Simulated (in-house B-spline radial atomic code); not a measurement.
Configurations of the rhenium ion Re⁷⁺, with energies counted from [Xe] 4f14. Method: Dirac-Hartree-Fock, average of configuration, Fermi nucleus of rms radius 5.3698 fm. Calculated with a radial B-spline atomic code at the basis-set limit. Energies include first-order Breit, QED and recoil terms.

Occupations are held fixed; configurations that lie above the ionisation limit could autoionise.

```
             configuration  E - E(ref) (eV)  highest orbital  its <r> (bohr)
             [Xe] 4f13 7s1           103.75            7s1/2           3.549
[Kr] 4d10 4f14 5s2 5p5 5g1           111.99            5g7/2           3.358
             [Xe] 4f13 7d1           117.48            7d5/2           4.673
             [Xe] 4f13 8p1            122.9            8p3/2           5.915
[Kr] 4d10 4f14 5s2 5p5 8d1           124.28            8d5/2           6.849
[Kr] 4d10 4f14 5s2 5p5 7g1           129.14            7g7/2           7.774
             [Xe] 4f13 9d1           133.48            9d5/2           9.325
[Kr] 4d10 4f14 5s2 5p5 9f1           133.58            9f7/2           11.31
             [Xe] 4f13 8g1           136.66            8g7/2           10.54
             [Xe] 4f13 9g1           139.56            9g7/2            13.7
 [Kr] 4d9 4f14 5s2 5p6 6p1           311.11            6p3/2           2.393
 [Kr] 4d9 4f14 5s2 5p6 8s1           348.96            8s1/2           5.371
 [Kr] 4d9 4f14 5s2 5p6 7f1           355.29            7f7/2           5.989
```

(1) Order these further configurations by energy, lowest first.
A. [Kr] 4d10 4f14 5s2 5p5 7f1
B. [Kr] 4d9 4f14 5s2 5p6 8f1
C. [Kr] 4d9 4f14 5s2 5p6 9p1
D. [Kr] 4d10 4f14 5s2 5p5 6g1
E. [Xe] 4f13 6s1

(2) How far above the reference does [Kr] 4d9 4f14 5s2 5p6 8g1 lie?

(3) How far above the reference does [Kr] 4d9 4f14 5s2 5p6 6f1 lie?

(4) How far above the reference does [Kr] 4d10 4f14 5s2 5p5 9g1 lie?

(5) One of these lies 127.5 eV from the reference. Which?
A. [Xe] 4f13 6p1
B. [Kr] 4d10 4f14 5s2 5p5 7d1
C. [Kr] 4d9 4f14 5s2 5p6 7p1
D. [Xe] 4f13 8d1

## Answers

(1) E (69.57 eV), D (122.65 eV), A (123.01 eV), C (359.78 eV), B (361.76 eV).

(2) 365.8 eV; its least bound orbital is 8g7/2 with <r> = 10.54 bohr.

(3) 344.49 eV; its least bound orbital is 6f7/2 with <r> = 3.915 bohr.

(4) 136.26 eV; its least bound orbital is 9g7/2 with <r> = 13.71 bohr.

(5) D.
